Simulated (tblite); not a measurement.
C₂H₈NSi₂ (doublet state).
Bonds: N1–C2 (double), C2–Si3, Si3–C4, C4–Si5. Hydrogens: H6 on C2; H7, H8 on Si3; H9, H10 on C4; H11, H12, H13 on Si5.
Bond orders are those of one Lewis drawing.

Computed with GFN2-xTB (tblite), gas phase: L-BFGS steps from a force-field or distance-geometry start until the largest atomic force falls under 0.01 eV/Å.

Step 66: E = -397.9325 eV
```
atom  x, y, z in Å  |  force x, y, z in eV/Å
N1     -2.2372   -1.3008   -0.3902    0.019   0.010  -0.015
C2     -2.1318   -0.1523   -0.7469    0.052  -0.003   0.026
Si3    -0.8148    1.0586    0.0607    0.022   0.016  -0.006
C4      0.7314    0.0861    0.5470    0.000  -0.011   0.015
Si5     1.6493   -0.8097   -0.8683    0.001   0.003   0.015
H6     -2.7246    0.3547   -1.5117   -0.025   0.001   0.007
H7     -0.5413    2.0765   -0.9602   -0.007   0.006  -0.021
H8     -1.5126    1.6594    1.2040    0.000  -0.007  -0.008
H9      1.4252    0.7622    1.0485    0.003   0.013  -0.023
H10     0.4493   -0.6582    1.2910   -0.033  -0.043   0.003
H11     2.7479   -1.5897   -0.2891   -0.010   0.005  -0.002
H12     0.7338   -1.6835   -1.5960    0.007   0.012   0.007
H13     2.2204    0.1972   -1.7711   -0.027  -0.002   0.003
```

Step 67: E = -397.9330 eV
```
atom  x, y, z in Å  |  force x, y, z in eV/Å
N1     -2.2281   -1.3045   -0.4021    0.016  -0.023   0.001
C2     -2.1317   -0.1520   -0.7466    0.066   0.018   0.014
Si3    -0.8150    1.0595    0.0606    0.023   0.014  -0.003
C4      0.7315    0.0875    0.5466    0.000  -0.013   0.016
Si5     1.6489   -0.8104   -0.8677   -0.003   0.000   0.016
H6     -2.7309    0.3582   -1.5036   -0.036   0.012   0.000
H7     -0.5429    2.0771   -0.9607   -0.007   0.009  -0.022
H8     -1.5125    1.6583    1.2051   -0.002  -0.004  -0.009
H9      1.4265    0.7633    1.0467    0.001   0.017  -0.020
H10     0.4487   -0.6554    1.2918   -0.028  -0.043  -0.001
H11     2.7459   -1.5908   -0.2858   -0.008   0.005  -0.003
H12     0.7326   -1.6838   -1.5942    0.005   0.009   0.005
H13     2.2220    0.1935   -1.7726   -0.027   0.000   0.006
```

Step 68: E = -397.9327 eV
```
atom  x, y, z in Å  |  force x, y, z in eV/Å
N1     -2.1418   -1.3434   -0.5199   -0.003   0.639  -0.117
C2     -2.1282   -0.1515   -0.7490   -0.012  -0.439  -0.042
Si3    -0.8173    1.0632    0.0609    0.016  -0.045   0.007
C4      0.7346    0.1013    0.5455    0.011  -0.025   0.038
Si5     1.6451   -0.8183   -0.8601   -0.033  -0.020   0.016
H6     -2.7987    0.4009   -1.4252    0.074  -0.155   0.170
H7     -0.5563    2.0774   -0.9643   -0.008   0.035  -0.029
H8     -1.5146    1.6496    1.2124   -0.011   0.010  -0.019
H9      1.4396    0.7807    1.0266   -0.032   0.024   0.001
H10     0.4521   -0.6287    1.3061    0.021  -0.020  -0.042
H11     2.7264   -1.6035   -0.2576    0.014  -0.001  -0.006
H12     0.7173   -1.6861   -1.5747   -0.003  -0.011  -0.010
H13     2.2370    0.1589   -1.7832   -0.033   0.009   0.034
```

Step 69: E = -397.9343 eV
```
atom  x, y, z in Å  |  force x, y, z in eV/Å
N1     -2.2016   -1.3156   -0.4381    0.015  -0.092   0.028
C2     -2.1290   -0.1524   -0.7474    0.043   0.104  -0.046
Si3    -0.8152    1.0607    0.0609    0.027   0.006  -0.001
C4      0.7321    0.0910    0.5471    0.002  -0.015   0.021
Si5     1.6473   -0.8123   -0.8651   -0.013  -0.007   0.014
H6     -2.7511    0.3705   -1.4794   -0.019  -0.002   0.030
H7     -0.5463    2.0760   -0.9631   -0.007   0.016  -0.021
H8     -1.5127    1.6570    1.2070   -0.004  -0.001  -0.014
H9      1.4301    0.7684    1.0410   -0.009   0.014  -0.008
H10     0.4491   -0.6489    1.2963   -0.010  -0.028  -0.014
H11     2.7400   -1.5939   -0.2780    0.002   0.001  -0.002
H12     0.7273   -1.6837   -1.5879    0.001   0.000  -0.001
H13     2.2252    0.1836   -1.7758   -0.027   0.005   0.012
```

Problem. Estimate the geometry and energy of step 70. (The exact step hangs on the optimiser's Hessian estimate; all steps are aligned on step 69, rigid shifts and turns removed.)

Solution. E = -397.9351 eV, largest force 0.068 eV/Å
```
atom  x, y, z in Å  |  force x, y, z in eV/Å
N1     -2.1857   -1.3227   -0.4606    0.019  -0.018   0.013
C2     -2.1277   -0.1522   -0.7481    0.039   0.040  -0.038
Si3    -0.8154    1.0613    0.0613    0.024  -0.001  -0.004
C4      0.7324    0.0931    0.5476    0.005  -0.014   0.022
Si5     1.6460   -0.8134   -0.8634   -0.014  -0.011   0.010
H6     -2.7629    0.3775   -1.4641   -0.019  -0.007   0.038
H7     -0.5481    2.0749   -0.9648   -0.007   0.018  -0.017
H8     -1.5129    1.6571    1.2077   -0.005   0.000  -0.017
H9      1.4320    0.7716    1.0379   -0.013   0.013  -0.001
H10     0.4501   -0.6453    1.2990   -0.003  -0.022  -0.017
H11     2.7367   -1.5958   -0.2738    0.005  -0.001  -0.002
H12     0.7238   -1.6835   -1.5839   -0.002  -0.005  -0.005
H13     2.2269    0.1778   -1.7774   -0.028   0.008   0.017
```

The energy changes by -0.0008 eV. The first-order estimate −F·Δx gives -0.0009 eV and the mean of the old and new forces, exact on a quadratic surface, -0.0008 eV. The step makes an angle of 82° with the force vector and moves no atom by more than 0.028 Å.

The cost below is that of the whole relaxation. The run took 1.0 s on Arm Neoverse N1, one thread, shared host with 64 logical CPUs at a one-minute load of 16.
